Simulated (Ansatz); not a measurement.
Reactions of ClH$_{3}$S$_{3}$Zr (`[SH][Zr]([SH])([SH])[Cl]`).

Computed with Ansatz on PBE0-D4/def2-TZVP structures; ΔE is electronic, products minus reactants. CCSD(T)/CBS is the MP2 limit (def2-TZVPP, def2-QZVPP) plus CCSD(T) − MP2 in def2-TZVPP, frozen cores. This one scheme is used for every species. Functionals use def2-TZVPP. Elements past krypton have def2 core potentials. For Mo, Zr outer-core shells are correlated without core-valence functions, which leaves a few kJ/mol of doubt a bond. One conformer a species, not always the lowest.

```
                                                                                                           reaction  CCSD(T)/CBS(def2) (kJ/mol)
                                                 `[SH][Zr]([SH])([SH])[Cl]` + H–F → `[F][Zr]([SH])([SH])[SH]` + HCl                           ?
                                                `[SH][Zr]([SH])([SH])[Cl]` + H₂S → `[SH][Zr]([SH])([SH])[SH]` + HCl                          65
                                                `[SH][Zr]([SH])([SH])[Cl]` + H₂O → `[OH][Zr]([SH])([SH])[SH]` + HCl                          28
`[SH][Zr]([SH])([SH])[Cl]` + `[NH2][Mo]([OH])(=[S])=[S]` → `[OH][Zr]([SH])([SH])[SH]` + `[NH2][Mo](=[S])(=[S])[Cl]`                         -25
                             2 `[SH][Zr]([SH])([SH])[Cl]` → `[SH][Zr]([SH])([SH])[SH]` + `[SH][Zr]([SH])([Cl])[Cl]`                           ?
                                                `[SH][Zr]([SH])([SH])[Cl]` + HCl → `[SH][Zr]([SH])([Cl])[Cl]` + H₂S                         -65
```

Task: Fill in the missing values. (Estimate.)

Result: Computed: `[SH][Zr]([SH])([SH])[Cl]` + H–F → `[F][Zr]([SH])([SH])[SH]` + HCl: -8.0 kJ/mol; 2 `[SH][Zr]([SH])([SH])[Cl]` → `[SH][Zr]([SH])([SH])[SH]` + `[SH][Zr]([SH])([Cl])[Cl]`: +0.2 kJ/mol.

Largest T1 diagnostic: 0.025, for `[NH2][Mo]([OH])(=[S])=[S]`.
